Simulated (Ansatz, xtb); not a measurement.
# Isomers of C5H2ClNSe in order of energy

6 gas-phase structures of C5H2ClNSe, from a drawn sample of its isomers (lower ones may exist). Each was relaxed with GFN2-xTB:

A. `N#Cc1cc(Cl)c[se]1`, a singlet
B. `N#Cc1c[se]c(Cl)c1`, a singlet
C. `N#Cc1ccc(Cl)[se]1`, a singlet
D. `N#Cc1c[se]cc1Cl`, a singlet
E. `N#Cc1cc[se]c1Cl`, a singlet
F. `N#Cc1[se]ccc1Cl`, a singlet

**Question.** Make a reasoned guess at their ranking by r2SCAN-D4/def2-SVP single-point energy.

**Answer.** Calculated order at r2SCAN-D4/def2-SVP: F (0.000), A (0.019), C (0.061), D (0.071), E (0.123), B (0.126) eV. Less than 1 kcal/mol parts F and A; A and C; C and D; E and B, so the order within those pairs means little.

Energies above the lowest of each column, in eV; the last columns are at PBE-D3(BJ)/def2-SVP geometries:

```csv
structure,GFN2-xTB,HF/STO-3G,r2SCAN-D4/def2-SVP,PBE-D3(BJ)/def2-SVP,CCSD(T)/def2-SVP + ΔMP2/def2-TZVPP
F,0.000,0.037,0.000,0.000,0.000
A,0.005,0.000,0.019,0.016,0.003
C,0.075,0.094,0.061,0.046,0.071
D,0.027,0.023,0.071,0.073,0.009
E,0.098,0.118,0.123,0.113,0.077
B,0.099,0.078,0.126,0.116,0.069
```

CCSD(T)/def2-SVP + ΔMP2/def2-TZVPP has A and D and F within 1 kcal/mol of each other at the bottom, and every level picks one of them. CCSD(T)/def2-SVP + ΔMP2/def2-TZVPP orders those it was run on as F (0.000), A (0.003), D (0.009), B (0.069), C (0.071), E (0.077) eV. Less than 1 kcal/mol parts F and A; A and D; B and C; C and E, so the order within those pairs means little. ΔMP2 is the change of the MP2 energy from the smaller to the larger basis.

Over these structures GFN2-xTB departs from r2SCAN-D4/def2-SVP by 0.016 eV on average once a common shift is removed. A GFN2-xTB relaxation took about 0.085 s and the r2SCAN-D4/def2-SVP energy about 3.6 s on a shared host (Ansatz 0.2.0, xtb 6.7.1).
